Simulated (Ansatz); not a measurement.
Zn2Se: single points at one geometry.

```yaml
crystal:
  periodic: [false, false, false]
  atoms:
    - {symbol: Zn, position_ang: [-2.204207, 0.787765, -0.118144]}
    - {symbol: Zn, position_ang: [2.209100, -0.773966, 0.118063]}
    - {symbol: Se, position_ang: [-0.004883, -0.013800, 0.000091]}
basis:
  gaussian: {orbitals: def2-TZVP, initial_orbitals: start.molden}
hamiltonian: {xc: pbe}
correlation: {method: rpa, frozen_orbitals: {Se: 9, Zn: 9}}
scf: {omitted_lower_state_checks: [starts]}
```

The file start.molden holds the orbitals of an earlier run on this structure, at another level or in another basis.

```sh
$ ansatz run in.yaml --threads 4 --pin off --events-out ev --progress --plain --max-ram 3916MiB
```

It prints (some lines left out):

```
Functional definition: PBE
1148 factors; integrals over basis functions are off by at most 1.1e-3 eV
mean field evaluation 1: about -162165.3329 eV, gradient 1.3e1 eV
mean field evaluation 2: about -162165.5064 eV, gradient 2.2e-1 eV
mean field evaluation 4: about -162165.5054 eV, gradient 4.7e-4 eV
mean field evaluation 8: about -162165.5054 eV, gradient 2.2e-6 eV
mean field -162165.50540481 eV, -5959.4724038992 hartree, gradient 2.2e-6 eV, S^2 0.000000; 0 other end points of the search recorded, 0 dependent functions left out
27 core orbitals not correlated: weight in the atoms' cores, before any rotation towards them, 1.000 or more for the frozen orbitals, at most 0.000 for the correlated occupied ones
reference -162053.34040910 eV, -5955.3504163352 hartree; 20, 20 occupied and 97, 97 virtual orbitals, 1148 factors
Total energy: -162092.49092161 eV, -5956.7891711326 hartree
Checks for a lower state left out: starts
```

It took 1.4 s on 4 threads of INTEL XEON PLATINUM 8581C on a shared host.

First input, but with `gaussian: {orbitals: 6-31G}`, `hamiltonian: {xc: {name: B3LYP}, dispersion: d4}`, `output: {orbitals: {seedname: orbitals}}` and without the key `correlation` (abridged; 0.9 s):

```
Functional definition: B3LYP
mean field evaluation 16: about -162164.4851 eV, gradient 6.9e-5 eV
mean field -162164.48508253 eV, -5959.4349077469 hartree, gradient 4.9e-5 eV, S^2 0.000000
Total energy: -162164.67082146 eV, -5959.4417335268 hartree
Checks for a lower state left out: starts
```

As the first input, with `gaussian: {orbitals: def2-TZVPD, initial_orbitals: start.molden}`, `hamiltonian: {xc: pbe0, dispersion: d4}`, `output: {orbitals: {seedname: orbitals}}` and without the key `correlation` (abridged; 1.9 s):

```
Functional definition: PBE0
mean field -162168.20068507 eV, -5959.5714536218 hartree, gradient 1.7e-5 eV, S^2 0.000000
Total energy: -162168.29652691 eV, -5959.5749757447 hartree
Checks for a lower state left out: starts
```

The first input with `gaussian: {orbitals: 6-31G}`, `hamiltonian: {xc: hf}`, `output: {orbitals: {seedname: orbitals}}` and without the key `correlation` (abridged; 0.55 s):

```
Functional definition: HF
mean field -162028.76858976 eV, -5954.4474186296 hartree, gradient 1.8e-5 eV, S^2 0.000000
Total energy: -162028.76858976 eV, -5954.4474186296 hartree
Checks for a lower state left out: starts
```

The first input with `hamiltonian: {xc: {name: CAM-B3LYP}, dispersion: d4}`, `output: {orbitals: {seedname: orbitals}}` and without the key `correlation` (abridged; 1.6 s):

```
Functional definition: CAM-B3LYP
mean field -162198.56831120 eV, -5960.6874432983 hartree, gradient 2.4e-5 eV, S^2 0.000000
Total energy: -162198.67137790 eV, -5960.6912309295 hartree
Checks for a lower state left out: starts
```

As the first input, with `gaussian: {orbitals: def2-TZVPD, initial_orbitals: start.molden}`, `hamiltonian: {xc: pbe, dispersion: d4}`, `output: {orbitals: {seedname: orbitals}}` and without the key `correlation` (abridged; 1.1 s):

```
Functional definition: PBE
mean field -162165.52968186 eV, -5959.4732960643 hartree, gradient 9.4e-6 eV, S^2 0.000000
Total energy: -162165.64059914 eV, -5959.4773721993 hartree
Checks for a lower state left out: starts
```

The first input with `gaussian: {orbitals: def2-TZVPD, initial_orbitals: start.molden}`, `hamiltonian: {xc: r2scan, dispersion: d4}`, `output: {orbitals: {seedname: orbitals}}` and without the key `correlation` (abridged; 1.9 s):

```
Functional definition: r2SCAN
mean field -162188.35766407 eV, -5960.3122089371 hartree, gradient 1.7e-5 eV, S^2 0.000000
Total energy: -162188.38017634 eV, -5960.3130362481 hartree
Checks for a lower state left out: starts
```

Geometry: PBE0-D4/def2-TZVP.

The 6-31G sets use Cartesian d functions. B3LYP takes the VWN-RPA correlation. Correlated methods freeze 27 core orbitals; core or outer-core shells of Se are correlated, in sets that lack core-valence functions. The restricted singlet is unstable towards broken spin symmetry in Hartree–Fock (as tested in another run); at HF/6-31G this wasn't settled. The order of the spin states hangs on the level: the triplet lies 0.25 eV below the singlet at PBE0-D4/def2-TZVP, but 0.07 eV above it at B3LYP-D4/6-31G. The structure comes from a short search, and lower isomers may exist.
